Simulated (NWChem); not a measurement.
System: CH$_{4}$Sn, singlet; SMILES [CH3][SnH]

Parts of the log:

```
             Northwest Computational Chemistry Package (NWChem) 7.3.0
             --------------------------------------------------------

                             Geometry "geometry" -> ""
                             -------------------------

 Output coordinates in angstroms (scale by  1.889725989 to convert to a.u.)

  No.       Tag          Charge          X              Y              Z
 ---- ---------------- ---------- -------------- -------------- --------------
    1 Sn                  50.0000    -0.04081900     0.34103000     0.00266200
    2 H                    1.0000     1.76520000     0.39849600     0.00523400
    3 C                    6.0000    -0.01995400    -1.88379400     0.00246700
    4 H                    1.0000     0.53405300    -2.24538200     0.89504800
    5 H                    1.0000     0.53664200    -2.24524800    -0.88853900
    6 H                    1.0000    -1.03806800    -2.31774600     0.00103700

 Effective nuclear repulsion energy (a.u.)     125.2848104464

                                 NWChem DFT Module
                                 -----------------

 Summary of "ao basis" -> "ao basis" (spherical)
 ------------------------------------------------------------------------------
       Tag                 Description            Shells   Functions and Types
 ---------------- ------------------------------  ------  ---------------------
 Sn                        def2-svpd                12       32   5s4p3d
 H                         def2-svpd                 4        8   2s2p
 C                         def2-svpd                 8       20   4s2p2d

            General Information
            -------------------
          SCF calculation type: DFT
          Wavefunction type:  closed shell.
          No. of atoms     :     6
          No. of electrons :    32
           Alpha electrons :    16
            Beta electrons :    16
          Charge           :     0
          Spin multiplicity:     1
          Use of symmetry is: off; symmetry adaption is: off
          Maximum number of iterations: 150
          AO basis - number of functions:    84
                     number of shells:    36
          Convergence on energy requested:  1.00D-06
          Convergence on density requested:  1.00D-05
          Convergence on gradient requested:  5.00D-04

              XC Information
              --------------
                         PBE0 Method XC Functional
                     Hartree-Fock (Exact) Exchange  0.250
          PerdewBurkeErnzerhof Exchange Functional  0.750
            Perdew 1991 LDA Correlation Functional  1.000 local
           PerdewBurkeErnz. Correlation Functional  1.000 non-local

             Grid Information
             ----------------
          Grid used for XC integration:  medium
          Radial quadrature: Mura-Knowles
          Angular quadrature: Lebedev.
          Tag              B.-S. Rad. Rad. Pts. Rad. Cut. Ang. Pts.
          ---              ---------- --------- --------- ---------
          Sn                  1.45      123          10.0       590
          H                   0.35       45          11.0       434
          C                   0.70       49          11.0       434
          Grid pruning is: on
          Number of quadrature shells:   352
          Spatial weights used:  Erf1

      Superposition of Atomic Density Guess
      -------------------------------------

 Sum of atomic energies:        -288.71488176

      Non-variational initial energy
      ------------------------------

 Total energy =    -253.444445
 1-e energy   =    -550.065514
 2-e energy   =     235.310939
 HOMO         =      -0.220656
 LUMO         =      -0.069414

   convergence    iter        energy       DeltaE   RMS-Dens  Diis-err
 ---------------- ----- ----------------- --------- --------- ---------
 d= 0,ls=0.0,diis     1   -254.6716597773 -3.16D+02  1.10D-02  1.37D-01
 d= 0,ls=0.0,diis     2   -254.6787484799 -7.09D-03  3.79D-03  1.06D-01
 d= 0,ls=0.0,diis     3   -254.6941347842 -1.54D-02  1.09D-03  1.25D-02
 d= 0,ls=0.0,diis     4   -254.6958557789 -1.72D-03  3.40D-04  3.21D-04
 d= 0,ls=0.0,diis     5   -254.6959181343 -6.24D-05  6.26D-05  1.84D-05
  Resetting Diis
 d= 0,ls=0.0,diis     6   -254.6959208262 -2.69D-06  9.14D-06  2.59D-07
 d= 0,ls=0.0,diis     7   -254.6959208783 -5.21D-08  2.55D-06  1.02D-08

         Total DFT energy =     -254.695920878345
      One electron energy =     -551.952076642940
           Coulomb energy =      260.791355042414
    Exchange-Corr. energy =      -24.845329966017
 Nuclear repulsion energy =       61.310130688198

 Numeric. integr. density =       32.000011904753

                       DFT Final Molecular Orbital Analysis
                       ------------------------------------

[...]

 DFT Linear Response polarizability / au
 Frequency  =       0.0000000 / au
              X              Y              Z
 -----------------------------------------------
 X      62.5363220      0.1853825      0.0180686
 Y       0.1854024     74.8470536      0.0024365
 Z       0.0180686      0.0024364     49.7780214
 -----------------------------------------------
 Eigenvalues =      62.5335565     74.8498449     49.7779956
 Isotropic   =      62.3871323
 Anisotropic =      21.7139692
 -----------------------------------------------

 Magnetic Dipole Response Matrix (nonzero elements):

 Exiting AOResponse driver routine
```

Level: PBE0/def2-SVPD with def2 effective core potentials on Sn. Low-valent species are run as closed-shell singlets; no triplet was tried in these runs. All runs use the structure optimised with PBE-D3(BJ)/def2-SVP. def2 effective core potentials on Sn; no spin-orbit coupling.

Q: Which NWChem input produces such a log?

A: Several could match; the one computed here: the input that was run:
```
start job
memory heap 200 mb stack 900 mb global 1100 mb
geometry units angstroms noautosym nocenter noautoz
  Sn    -0.040819     0.341030     0.002662
  H      1.765200     0.398496     0.005234
  C     -0.019954    -1.883794     0.002467
  H      0.534053    -2.245382     0.895048
  H      0.536642    -2.245248    -0.888539
  H     -1.038068    -2.317746     0.001037
end
basis spherical
  * library def2-svpd
end
ecp
  Sn library def2-ecp
end
dft
  xc pbe0
  iterations 150
end
property
  response 1 0.0
end
task dft property
```
